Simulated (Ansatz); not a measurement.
Relaxation of CH₈NSbSi (12 atoms, charge 0, multiplicity 1), to a largest force component of 0.015 eV/Å in at most 40 steps.

Level of theory: RKS LDA/def2-SVP (Ansatz 0.2.0).

```xyz
12
Properties=species:S:1:pos:R:3:forces:R:3
N 0.764 0.810 -0.949 -2.04 3.16 1.15
C -0.435 0.432 -0.163 1.92 -0.17 -0.56
Si 0.049 -0.028 1.571 0.56 0.11 0.14
Sb -1.322 -1.256 -1.100 -1.33 -0.55 -0.21
H 1.432 0.084 -0.977 1.47 -1.34 0.11
H 1.148 1.710 -0.511 -0.03 -1.39 -0.75
H -1.142 1.266 -0.106 -0.55 0.35 -0.27
H 1.074 -1.130 1.527 -0.04 -0.10 -0.04
H -1.102 -0.416 2.395 -0.58 -0.31 0.51
H 0.717 1.129 2.257 0.08 0.18 -0.01
H -1.257 -0.539 -2.671 0.21 -0.07 0.02
H 0.152 -2.117 -1.239 0.33 0.13 -0.09
```

Where does it end, and by what steps?

The run converged. After 7 steps the energy has fallen by 0.276 eV; H11 moved furthest, 0.16 Å.

```json
{"step": "0", "energy less start (eV)": "0.0000", "largest force component (eV/Å)": "3.157", "accepted": "yes"}
{"step": "1", "energy less start (eV)": "-0.1307", "largest force component (eV/Å)": "1.225", "accepted": "yes"}
{"step": "2", "energy less start (eV)": "-0.2563", "largest force component (eV/Å)": "0.651", "accepted": "yes"}
{"step": "3", "energy less start (eV)": "-0.2668", "largest force component (eV/Å)": "0.440", "accepted": "yes"}
{"step": "4", "energy less start (eV)": "-0.2699", "largest force component (eV/Å)": "0.309", "accepted": "yes"}
{"step": "5", "energy less start (eV)": "-0.2753", "largest force component (eV/Å)": "0.032", "accepted": "yes"}
{"step": "6", "energy less start (eV)": "-0.2756", "largest force component (eV/Å)": "0.017", "accepted": "yes"}
{"step": "7", "energy less start (eV)": "-0.2756", "largest force component (eV/Å)": "0.007", "accepted": "yes"}
```

```xyz
12
Properties=species:S:1:pos:R:3
N 0.715 0.887 -0.940
C -0.410 0.436 -0.161
Si 0.060 -0.030 1.607
Sb -1.407 -1.257 -1.129
H 1.397 0.131 -1.094
H 1.209 1.673 -0.488
H -1.208 1.217 -0.143
H 1.046 -1.170 1.548
H -1.099 -0.429 2.493
H 0.765 1.148 2.241
H -1.103 -0.570 -2.686
H 0.111 -2.091 -1.212
```

Whether the end is a true minimum wasn't checked by a vibrational analysis.

Run time: 13 s on 2 threads of Arm Neoverse V2, on a shared host, peak memory 0.15 GiB.
